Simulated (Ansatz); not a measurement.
Cost and result for the atomization energy of CH$_{4}$S$_{2}$Si, SMILES `CS[Si]S` (8 atoms, 7 bonds).

Z-matrix (Å, degrees):
```
C
S 1 1.808
H 1 1.090 2 106.8
H 1 1.090 2 110.9 3 -118.4
H 1 1.090 2 110.9 3 118.4
Si 2 2.128 1 113.2 3 179.9
S 6 2.147 2 106.0 1 0.1
H 7 1.344 6 102.9 2 0.1
```

The species carries charge 0 and has multiplicity 1. All single points use the PBE0-D4/def2-TZVP geometry. It is a higher conformer; a search finds a lower one. Program: Ansatz. All runs use 2 threads of a server CPU on a shared host. Times are those of one run each, without the atoms' runs, and a repeat can differ threefold. Electronic energies, without spin–orbit coupling; frozen cores. CCSD(T)/CBS adds CCSD(T) − MP2 in def2-TZVPP to the MP2 limit, and its time is that of the two runs behind it. T1 = 0.015. B3LYP takes the VWN-RPA correlation (the form of Gaussian; ORCA's B3LYP/G). HSE06 is the plane-wave form, built on full-range PBE exchange.

CCSD(T)/CBS is a level of theory with its own doubt, some kJ/mol a heavy atom from the limit and from the frozen cores, so smaller differences don't rank the functionals.

| level | functions | wall time | atomization (kcal/mol) | difference from CCSD(T)/CBS | per bond |
| --- | --- | --- | --- | --- | --- |
| BLYP-D4/def2-TZVPP | 213 | 3.6 s | 636.3 | -0.9 | -0.1 |
| CCSD(T)/def2-SVP | 88 | 4.7 s | 586.4 | -50.8 | -7.3 |
| HSE06-D4/def2-TZVPP | 213 | 7 s | 640.7 | 3.5 | 0.5 |
| r2SCAN-D4/def2-TZVPP (with forces) | 213 | 7.5 s | 641.0 | 3.8 | 0.5 |
| BHLYP-D4/def2-TZVPP | 213 | 7.5 s | 617.4 | -19.8 | -2.8 |
| r2SCANh-D4/def2-TZVPP | 213 | 10 s | 636.6 | -0.6 | -0.1 |
| B3LYP-D4/def2-TZVPP (with forces) | 213 | 11 s | 636.3 | -0.9 | -0.1 |
| B2PLYP/def2-TZVPP | 213 | 12 s | 626.1 | -11.1 | -1.6 |
| PBE-QIDH/def2-TZVPP | 213 | 13 s | 631.8 | -5.4 | -0.8 |
| ωB97X-V/def2-TZVPP | 213 | 17 s | 640.2 | 3.0 | 0.4 |
| MP2/def2-QZVPP | 387 | 37 s | 636.1 | -1.1 | -0.2 |
| CCSD(T)/def2-TZVPP | 213 | 89 s | 616.5 | -20.7 | -3.0 |
| CCSD(T)/CBS(def2) | – | 2.1 min | 637.2 | 0.0 | 0.0 |

In def2-TZVPP, CCSD(T) changes the Hartree–Fock value by +167.0 kcal/mol (the triples alone add +12.8 kcal/mol) and MP2 by +174.5 kcal/mol; breaking electron pairs costs correlation energy, which Hartree–Fock lacks. From BLYP to BHLYP (50 % exact exchange), in def2-TZVPP and without D4, the atomization energy moves by −14.3 kcal/mol: exact exchange takes away binding that semilocal exchange gives to molecules. At CCSD(T), def2-SVP lies −50.8 kcal/mol from the extrapolated value and def2-TZVPP −20.8 kcal/mol: correlation converges slowly with the basis, and small sets miss more of it in the bonded molecule than in its fragments.
